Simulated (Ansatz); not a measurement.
Ansatz results at the PBE0-D4/def2-TZVP geometry: HOMO energy (ωB97M-V/def2-TZVPP) -8.76 eV; LUMO energy (B3LYP/def2-TZVPP) -1.29 eV; size of the dipole moment (B3LYP/def2-TZVPP) 1.08 D.

Each molecule was computed in one conformer, which needn't be the lowest.

(1) Which molecule gave them?
A. `O=[CH][SnH2][OH]`
B. `C1[CH2][GaH][SiH2]1`
C. `CC(O)NC=O`
D. `C=N[SiH2][SbH2]`

Answers

(1) D. The others give `O=[CH][SnH2][OH]`: -9.35, -2.07, 3.00; `C1[CH2][GaH][SiH2]1`: -8.60, -2.02, 0.70; `CC(O)NC=O`: -9.95, 0.17, 3.67.

B3LYP here is the variant with VWN-RPA as its local correlation; programs differ in this.
